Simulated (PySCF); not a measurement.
C2H6BI. Atoms are numbered in the order given.

```xyz
10

B     -1.2025     0.2348     0.5137
I      0.7670    -0.1500    -0.3275
C     -1.5326    -0.3752     1.9127
H     -2.0012    -1.3610     1.7176
H     -2.2849     0.2202     2.4569
H     -0.6620    -0.5602     2.5569
C     -2.1961     1.1043    -0.3202
H     -3.2485     0.8745    -0.0836
H     -2.0399     1.0732    -1.4074
H     -2.0293     2.1541    -0.0046
```

Geometry: B3LYP-D3(BJ)/def2-SVP. The def2 effective core potentials stand for the cores of I; spin–orbit coupling is left out.

These are PySCF with TDDFT-PBE/def2-SVPD values and carry that method's errors.

Vertical excitations. Gas-phase values at a fixed geometry.

**Question.** Estimate the UV-visible absorptions. (The exact figures need the calculation; the answer reports its results.)

**Answer.** 
```json
[
 {"state": "S1", "energy (eV)": "4.00", "λ (nm)": "310", "f": "0.000", "main pairs": "HOMO→LUMO 100 %"},
 {"state": "S2", "energy (eV)": "4.98", "λ (nm)": "249", "f": "0.097", "main pairs": "HOMO−1→LUMO 95 %"},
 {"state": "S3", "energy (eV)": "5.65", "λ (nm)": "219", "f": "0.000", "main pairs": "HOMO−2→LUMO 99 %"},
 {"state": "S4", "energy (eV)": "5.72", "λ (nm)": "217", "f": "0.050", "main pairs": "HOMO→LUMO+1 88 %"},
 {"state": "S5", "energy (eV)": "5.97", "λ (nm)": "208", "f": "0.005", "main pairs": "HOMO→LUMO+2 86 %"},
 {"state": "S6", "energy (eV)": "6.23", "λ (nm)": "199", "f": "0.037", "main pairs": "HOMO−1→LUMO+1 92 %"},
 {"state": "S7", "energy (eV)": "6.32", "λ (nm)": "196", "f": "0.001", "main pairs": "HOMO−3→LUMO 99 %"},
 {"state": "S8", "energy (eV)": "6.47", "λ (nm)": "192", "f": "0.004", "main pairs": "HOMO−1→LUMO+2 90 %"},
 {"state": "S9", "energy (eV)": "6.81", "λ (nm)": "182", "f": "0.001", "main pairs": "HOMO→LUMO+3 95 %"},
 {"state": "S10", "energy (eV)": "6.85", "λ (nm)": "181", "f": "0.047", "main pairs": "HOMO→LUMO+4 97 %"},
 {"state": "T1", "energy (eV)": "3.87", "λ (nm)": "321", "f": "0", "main pairs": "HOMO→LUMO 100 %"},
 {"state": "T2", "energy (eV)": "4.15", "λ (nm)": "298", "f": "0", "main pairs": "HOMO−1→LUMO 99 %"},
 {"state": "T3", "energy (eV)": "5.19", "λ (nm)": "239", "f": "0", "main pairs": "HOMO−2→LUMO 97 %"},
 {"state": "T4", "energy (eV)": "5.45", "λ (nm)": "228", "f": "0", "main pairs": "HOMO→LUMO+1 87 %"}
]
```
Triplets are in the Tamm–Dancoff approximation, which puts them higher than full response would, so one can lie above its singlet here.
